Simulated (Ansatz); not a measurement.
## One arrangement of a pair

The pair of NH₄⁺ (SMILES [NH4+], atoms 1–5) and H₂ (SMILES [H][H], atoms 6–7), both closed shells, in one local arrangement (a lower one may exist), relaxed at PBE0-D4/def2-TZVP:

```xyz
7
angstrom
N 0.0331 -0.0286 -0.8351
H -0.6001 -0.7543 -1.1797
H 0.9887 -0.2436 -1.1303
H -0.0102 0.0075 0.1938
H -0.2462 0.8763 -1.2220
H -0.1412 -0.2997 2.0970
H -0.0240 0.4423 2.0764
```

Computed with Ansatz 0.2.0 (basis: def2-TZVPPD, with def2-QZVPPD for the basis limit); correlated methods freeze the cores. B3LYP uses VWN-RPA correlation. Extrapolation: Hartree–Fock as exp(−7.88 √X), correlation as X^−2.97. Interaction energies count from these two fragments, frozen as in the pair, with the counterpoise correction; negative means bound.

(1) What is the interaction energy by CCSD(T) at an estimated basis limit (MP2 extrapolated from triple and quadruple zeta, plus CCSD(T) − MP2 in triple zeta)? (An estimate is asked for; the value comes from the calculation.)

No T1 diagnostic of these runs exceeds 0.006.

## Answers

(1) Computed: -10.7 kJ/mol. Hartree–Fock alone gives -5.5 kJ/mol at the basis limit. It counts from the two fragments frozen as in the pair.

The same quantity by other methods in triple zeta, and each one's difference from that estimate:
```json
{"method": "PBE-D4", "E_int (kJ/mol)": "-14.1", "difference": "-3.5"}
{"method": "revPBE-D4", "E_int (kJ/mol)": "-11.6", "difference": "-0.9"}
{"method": "BLYP-D4", "E_int (kJ/mol)": "-11.7", "difference": "-1.0"}
{"method": "r2SCAN-D4", "E_int (kJ/mol)": "-10.5", "difference": "0.2"}
{"method": "B97M-V", "E_int (kJ/mol)": "-11.4", "difference": "-0.7"}
{"method": "PBE0-D4", "E_int (kJ/mol)": "-12.9", "difference": "-2.2"}
{"method": "B3LYP-D4", "E_int (kJ/mol)": "-11.8", "difference": "-1.1"}
{"method": "HSE06-D4", "E_int (kJ/mol)": "-13.0", "difference": "-2.3"}
{"method": "wB97X-V", "E_int (kJ/mol)": "-11.1", "difference": "-0.4"}
{"method": "wB97M-V", "E_int (kJ/mol)": "-10.9", "difference": "-0.2"}
{"method": "B2PLYP", "E_int (kJ/mol)": "-10.4", "difference": "0.3"}
{"method": "HF", "E_int (kJ/mol)": "-5.3", "difference": "5.4"}
{"method": "MP2", "E_int (kJ/mol)": "-9.9", "difference": "0.8"}
{"method": "CCSD", "E_int (kJ/mol)": "-9.3", "difference": "1.4"}
{"method": "CCSD(T)", "E_int (kJ/mol)": "-9.9", "difference": "0.8"}
```
Differences are method less estimate.

Basis-set superposition shift (counterpoise-corrected less uncorrected): CCSD(T) 0.4; MP2 0.5; HF 0.1; PBE0-D4 0.0; wB97M-V 0.1 kJ/mol.

For scale, one of the runs: CCSD(T)/def2-TZVPPD, 139 basis functions, launched by `ansatz run in.yaml --threads 2 --pin off --events-out ev --progress --plain --max-ram 5222MiB`. Hardware: 2 CPU threads of an Arm Neoverse V2, shared host. Wall time 3.2 s; peak host memory 0.75 GiB.
